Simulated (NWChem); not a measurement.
Everything below was run with NWChem. System: C$_{2}$H$_{8}$Si, charge 0, spin multiplicity 1, at a geometry optimised with B3LYP/def2-SVP. The structure started from a generated list of species. Level: LDA (SVWN5)/def2-TZVP.

Part of the output:

```
             Northwest Computational Chemistry Package (NWChem) 7.3.0
             --------------------------------------------------------

                                NWChem Input Module
                                -------------------

 Scaling coordinates for geometry "geometry" by  1.889725989
 (inverse scale =  0.529177249)

 Turning off AUTOSYM since
 SYMMETRY directive was detected!

                             Geometry "geometry" -> ""
                             -------------------------

 Output coordinates in angstroms (scale by  1.889725989 to convert to a.u.)

  No.       Tag          Charge          X              Y              Z
 ---- ---------------- ---------- -------------- -------------- --------------
    1 Si                  14.0000     0.00000000     0.00000000    -0.54898300
    2 C                    6.0000    -1.56303100     0.00000000     0.51236500
    3 C                    6.0000     1.56303100     0.00000000     0.51236500
    4 H                    1.0000     0.00000000     1.20637300    -1.43482200
    5 H                    1.0000     0.00000000    -1.20637300    -1.43482200
    6 H                    1.0000    -1.60218800    -0.89119900     1.16007400
    7 H                    1.0000    -2.46790000     0.00000000    -0.11663200
    8 H                    1.0000    -1.60218800     0.89119900     1.16007400
    9 H                    1.0000     2.46790000     0.00000000    -0.11663200
   10 H                    1.0000     1.60218800    -0.89119900     1.16007400
   11 H                    1.0000     1.60218800     0.89119900     1.16007400

 Effective nuclear repulsion energy (a.u.)     113.1646895832

            Nuclear Dipole moment (a.u.)
            ----------------------------
        X                 Y               Z
 ---------------- ---------------- ----------------
     0.0000000000     0.0000000000     0.0000113384

      Symmetry information
      --------------------

 Group name             C2v
 Group number             16
 Group order               4
 No. of unique centers     5

      Symmetry unique atoms

     1    2    4    6    7


 Summary of "ao basis" -> "" (spherical)
 ------------------------------------------------------------------------------
       Tag                 Description            Shells   Functions and Types
 ---------------- ------------------------------  ------  ---------------------
 *                         def2-tzvp                  on all atoms

                                 NWChem DFT Module
                                 -----------------

 Summary of "ao basis" -> "ao basis" (spherical)
 ------------------------------------------------------------------------------
       Tag                 Description            Shells   Functions and Types
 ---------------- ------------------------------  ------  ---------------------
 Si                        def2-tzvp                13       37   5s5p2d1f
 C                         def2-tzvp                11       31   5s3p2d1f
 H                         def2-tzvp                 4        6   3s1p

 Summary of "ao basis" -> "ao basis" (spherical)
 ------------------------------------------------------------------------------
       Tag                 Description            Shells   Functions and Types
 ---------------- ------------------------------  ------  ---------------------
 Si                        def2-tzvp                13       37   5s5p2d1f
 C                         def2-tzvp                11       31   5s3p2d1f
 H                         def2-tzvp                 4        6   3s1p

      Symmetry analysis of basis
      --------------------------

        a1         53
        a2         21
        b1         42
        b2         31

            General Information
            -------------------
          SCF calculation type: DFT
          Wavefunction type:  closed shell.
          No. of atoms     :    11
          No. of electrons :    34
           Alpha electrons :    17
            Beta electrons :    17
          Charge           :     0
          Spin multiplicity:     1
          Use of symmetry is: on ; symmetry adaption is: on
          Maximum number of iterations: 100
[...]
     1 a1          2 a1          3 b1          4 a1          5 b1
     6 a1          7 b2          8 a1          9 b1         10 a1
    11 b2         12 a1         13 b1         14 a2         15 b2
    16 a1         17 b1         18 a1         19 b1         20 a1
    21 b2         22 a1         23 b2         24 a1         25 b1
    26 a2         27 b1

------------------------------------------------------------
EAF file 0: "./mol.aoints.0" size=524288 bytes
------------------------------------------------------------
               write      read    awrite     aread      wait
               -----      ----    ------     -----      ----
     calls:        1         0         0         0         0
   data(b): 5.24e+05  0.00e+00  0.00e+00  0.00e+00
   time(s): 0.00e+00  0.00e+00  0.00e+00  0.00e+00  0.00e+00
rate(mb/s): 0.00e+00  0.00e+00
------------------------------------------------------------

   convergence    iter        energy       DeltaE   RMS-Dens  Diis-err    time
 ---------------- ----- ----------------- --------- --------- ---------  ------
 d= 0,ls=0.0,diis     1   -368.5754378266 -4.82D+02  6.38D-03  1.20D+00     2.2
 d= 0,ls=0.0,diis     2   -368.6053467079 -2.99D-02  2.05D-03  7.55D-02     2.5
 d= 0,ls=0.0,diis     3   -368.5992625031  6.08D-03  1.10D-03  1.22D-01     2.7
 d= 0,ls=0.0,diis     4   -368.6144164286 -1.52D-02  2.07D-04  5.93D-04     2.9
 d= 0,ls=0.0,diis     5   -368.6144840285 -6.76D-05  6.91D-05  2.23D-04     3.3
  Resetting Diis
 d= 0,ls=0.0,diis     6   -368.6145152714 -3.12D-05  4.84D-06  1.06D-06     3.6
 d= 0,ls=0.0,diis     7   -368.6145153755 -1.04D-07  1.23D-06  3.22D-08     3.8

         Total DFT energy =     -368.614515375498
      One electron energy =     -733.436740145184
           Coulomb energy =      284.345220733097
    Exchange-Corr. energy =      -32.687685546606
 Nuclear repulsion energy =      113.164689583194

 Numeric. integr. density =       33.999977794139

     Total iterative time =      3.3s

                  Occupations of the irreducible representations
                  ----------------------------------------------

                     irrep           alpha         beta
                     --------     --------     --------
                     a1                8.0          8.0
                     a2                1.0          1.0
                     b1                5.0          5.0
                     b2                3.0          3.0

                       DFT Final Molecular Orbital Analysis
                       ------------------------------------

 Vector   15  Occ=2.000000D+00  E=-2.804563D-01  Symmetry=a1
              MO Center= -2.6D-15,  1.8D-15, -3.0D-01, r^2= 3.4D+00
   Bfn.  Coefficient  Atom+Function         Bfn.  Coefficient  Atom+Function
  ----- ------------  ---------------      ----- ------------  ---------------
    17      0.271398   1 Si pz               45     -0.159113   2 C  pz
    76     -0.159113   3 C  pz              101     -0.142330   4 H  s
   107     -0.142330   5 H  s                 8     -0.119784   1 Si pz
    48     -0.118725   2 C  pz               79     -0.118725   3 C  pz
    14      0.117389   1 Si pz               43      0.112772   2 C  px

 Vector   16  Occ=2.000000D+00  E=-2.798381D-01  Symmetry=b2
              MO Center= -1.7D-15,  3.6D-15, -9.1D-01, r^2= 3.0D+00
   Bfn.  Coefficient  Atom+Function         Bfn.  Coefficient  Atom+Function
  ----- ------------  ---------------      ----- ------------  ---------------
    16      0.260774   1 Si py              101      0.213059   4 H  s
   107     -0.213059   5 H  s               102      0.151820   4 H  s
   108     -0.151820   5 H  s               100      0.133287   4 H  s
   106     -0.133287   5 H  s                19      0.120393   1 Si py
     7     -0.117420   1 Si py               13      0.115968   1 Si py

 Vector   17  Occ=2.000000D+00  E=-2.792045D-01  Symmetry=b1
              MO Center= -1.6D-14,  1.9D-15,  2.1D-01, r^2= 3.3D+00
   Bfn.  Coefficient  Atom+Function         Bfn.  Coefficient  Atom+Function
  ----- ------------  ---------------      ----- ------------  ---------------
    15      0.269720   1 Si px               43     -0.234831   2 C  px
    74     -0.234831   3 C  px               46     -0.176490   2 C  px
    77     -0.176490   3 C  px               49     -0.127158   2 C  px
    80     -0.127158   3 C  px                6     -0.121561   1 Si px
    12      0.120804   1 Si px              119      0.095379   7 H  s

 Vector   18  Occ=0.000000D+00  E= 3.976404D-03  Symmetry=a1
              MO Center= -5.2D-13, -1.1D-14,  3.9D-01, r^2= 7.0D+00
   Bfn.  Coefficient  Atom+Function         Bfn.  Coefficient  Atom+Function
  ----- ------------  ---------------      ----- ------------  ---------------
    42      2.363798   2 C  s                73      2.363798   3 C  s
    20     -1.174497   1 Si pz              114     -0.840445   6 H  s
   126     -0.840445   8 H  s               138     -0.840445  10 H  s
   144     -0.840445  11 H  s               120     -0.725767   7 H  s
   132     -0.725767   9 H  s                 5     -0.593908   1 Si s

 Vector   19  Occ=0.000000D+00  E= 5.124305D-03  Symmetry=b1
              MO Center=  4.8D-13,  4.7D-15, -6.6D-01, r^2= 6.7D+00
   Bfn.  Coefficient  Atom+Function         Bfn.  Coefficient  Atom+Function
  ----- ------------  ---------------      ----- ------------  ---------------
    42      2.251341   2 C  s                73     -2.251341   3 C  s
    18      1.731508   1 Si px              114     -0.498062   6 H  s
   126     -0.498062   8 H  s               138      0.498062  10 H  s
   144      0.498062  11 H  s               120     -0.408185   7 H  s
   132      0.408185   9 H  s                15      0.399783   1 Si px

 Vector   20  Occ=0.000000D+00  E= 4.170058D-02  Symmetry=a1
              MO Center=  6.6D-15, -3.1D-17, -9.7D-01, r^2= 7.0D+00
   Bfn.  Coefficient  Atom+Function         Bfn.  Coefficient  Atom+Function
  ----- ------------  ---------------      ----- ------------  ---------------
     5      1.747833   1 Si s                20      1.733920   1 Si pz
   120     -1.375961   7 H  s               132     -1.375961   9 H  s
    49     -1.167640   2 C  px               80      1.167640   3 C  px
   114     -0.364673   6 H  s               126     -0.364673   8 H  s
   138     -0.364673  10 H  s               144     -0.364673  11 H  s

 center of mass
 --------------
 x =  -0.00000000 y =   0.00000000 z =  -0.04761117

 moments of inertia (a.u.)
 ------------------
         108.673185299361           0.000000000000           0.000000000000
           0.000000000000         376.942543841273           0.000000000000
           0.000000000000           0.000000000000         312.088102054602

     Multipole analysis of the density
     ---------------------------------

     L   x y z        total         alpha         beta         nuclear
     -   - - -        -----         -----         ----         -------
     0   0 0 0     -0.000000    -17.000000    -17.000000     34.000000

     1   1 0 0     -0.000000     -0.000000     -0.000000      0.000000
     1   0 1 0     -0.000000     -0.000000     -0.000000      0.000000
     1   0 0 1      0.316252      0.158120      0.158120      0.000011

     2   2 0 0    -21.342984   -103.101130   -103.101130    184.859277
     2   1 1 0      0.000000      0.000000      0.000000      0.000000
     2   1 0 1      0.000000      0.000000      0.000000      0.000000
     2   0 2 0    -22.158606    -21.948934    -21.948934     21.739262
     2   0 1 1      0.000000      0.000000      0.000000      0.000000
     2   0 0 2    -22.588710    -41.465007    -41.465007     60.341304

 Task  times  cpu:        3.8s     wall:        3.8s

 Total times  cpu:        3.9s     wall:        3.9s
```

Write an NWChem input that would produce this output.

One answer among several that fit: 
```
start mol
memory heap 200 mb stack 900 mb global 1100 mb
geometry units angstroms nocenter noautoz
  Si     0.000000     0.000000    -0.548983
  C     -1.563031     0.000000     0.512365
  C      1.563031     0.000000     0.512365
  H      0.000000     1.206373    -1.434822
  H      0.000000    -1.206373    -1.434822
  H     -1.602188    -0.891199     1.160074
  H     -2.467900     0.000000    -0.116632
  H     -1.602188     0.891199     1.160074
  H      2.467900     0.000000    -0.116632
  H      1.602188    -0.891199     1.160074
  H      1.602188     0.891199     1.160074
  symmetry group C2v
end
basis spherical
  * library def2-tzvp
end
dft
  xc slater vwn_5
  semidirect memsize 60000000 filesize 0
  iterations 100
end
task dft energy
```
